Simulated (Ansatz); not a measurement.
Cost and result up the ladder for `c1cc2c1cc1ccc3cc4ccc2c1c34` (24 atoms). Total charge 0; singlet. Geometry: r2SCAN-D4/def2-SVP.

Ansatz on 6 threads of Intel Xeon on a shared host. Times are rough, and most runs start from the orbitals of an earlier one. PBE0-D4/def2-TZVP serves as the yardstick here, not as an exact answer. Differences are given only for rows in sets of like size (and for xTB, whose basis is part of the method), since another set adds its own error. Binding counts from free atoms at the same level (C triplet, H doublet; other spins of the atoms weren't run), without zero-point energy or a counterpoise term.

B3LYP takes the VWN-RPA correlation. Correlated methods freeze 16 core orbitals. The rows differ in basis, and correlated rows in double-zeta sets carry the largest basis error.

Run but left out: HF/6-31G (restricted singlet, unstable in another Hartree–Fock run and untested here).

Correlated methods converge slowly with the basis, most of all in double-zeta sets.

```json
{"level": "B3LYP-D4/6-31G", "functions": "160", "wall time": "8.5 s"}
{"level": "PBE-D4/def2-SVP", "functions": "264", "wall time": "9 s"}
{"level": "PBE0-D4/def2-SVP", "functions": "264", "wall time": "15 s"}
{"level": "PBE-D4/def2-TZVP (with forces)", "functions": "544", "wall time": "35 s"}
{"level": "r2SCAN-D4/def2-TZVP", "functions": "544", "wall time": "37 s"}
{"level": "MP2/def2-SVP", "functions": "264", "wall time": "38 s"}
{"level": "PBE0-D4/def2-TZVP (with forces)", "functions": "544", "wall time": "96 s"}
```

(1) Estimate what each level gives for the binding energy per atom (eV).

Answers

(1) 
| level | binding energy per atom (eV) | difference from PBE0-D4/def2-TZVP (eV) | remarks |
| --- | --- | --- | --- |
| B3LYP-D4/6-31G | 5.34 | – | – |
| PBE-D4/def2-SVP | 5.85 | – | – |
| PBE0-D4/def2-SVP | 5.69 | – | – |
| PBE-D4/def2-TZVP (with forces) | 5.75 | 0.15 | – |
| r2SCAN-D4/def2-TZVP | 5.52 | -0.08 | – |
| MP2/def2-SVP | 5.44 | – | restricted SCF unstable |
| PBE0-D4/def2-TZVP (with forces) | 5.59 | 0.00 | – |
